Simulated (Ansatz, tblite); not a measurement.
Isomers of Cs₃H₃⁺ (doublet), found by a short tight-binding search and relaxed with PBE0-D4/def2-TZVP in Ansatz.

In the def2 sets Cs takes a core potential; there is no spin–orbit coupling. The xTB rows come from tblite. HSE06 is defined as in plane-wave codes, on full-range PBE exchange. Correlated methods freeze no core orbitals; core or outer-core shells of Cs are correlated, in sets that lack core-valence functions.

Other spin states weren't relaxed.

A:

Cartesian coordinates in Å:
```
Cs -3.158 -1.482 -5.290
Cs -0.647 1.482 -0.984
Cs 2.151 1.300 3.550
H 0.365 -1.683 0.568
H 0.515 -0.994 0.834
H 0.775 1.377 1.322
```

B:

```tsv
atom	x (Å)	y (Å)	z (Å)
Cs1	0.815	1.178	0.967
Cs2	0.165	-0.089	-4.045
Cs3	-3.482	1.193	-1.923
H4	-0.587	0.813	-1.318
H5	1.710	-1.314	3.400
H6	1.379	-1.781	2.919
```

C:

```
atom   x (Å)   y (Å)   z (Å)
 Cs1   2.378   1.305   0.000
 Cs2  -2.407  -1.248  -0.098
 Cs3   1.183  -2.312   2.587
  H4   0.201  -0.392   0.412
  H5  -0.550   1.076  -1.195
  H6  -0.804   1.571  -1.707
```

Task: Estimate which lies lowest at each level, and how far above it the others are (kcal/mol).

Result: 
```json
{"level": "GFN1-xTB", "A": "11.8", "B": "0.0", "C": "2.5"}
{"level": "GFN2-xTB", "A": "0.0", "B": "3.2", "C": "9.4"}
{"level": "HF/def2-TZVPP", "A": "0.0", "B": "5.2", "C": "7.6"}
{"level": "PBE-D4/def2-TZVP", "A": "0.0", "B": "2.1", "C": "0.7"}
{"level": "r2SCAN-D4/def2-TZVP", "A": "0.0", "B": "2.5", "C": "1.2"}
{"level": "PBE0-D4/def2-TZVP", "A": "0.0", "B": "2.9", "C": "1.9"}
{"level": "HSE06-D4/def2-TZVP", "A": "0.0", "B": "2.6", "C": "1.5"}
{"level": "ωB97X-V/def2-TZVP", "A": "0.0", "B": "3.6", "C": "3.9"}
{"level": "MP2/def2-TZVPP", "A": "0.0", "B": "3.3", "C": "3.0"}
{"level": "CCSD/def2-TZVPP", "A": "0.0", "B": "3.5", "C": "3.7"}
{"level": "CCSD(T)/def2-TZVPP", "A": "0.0", "B": "3.3", "C": "3.3"}
```
Point groups (tolerance 0.1 Å): A not assigned, B not assigned, C not assigned. Lower isomers may exist.
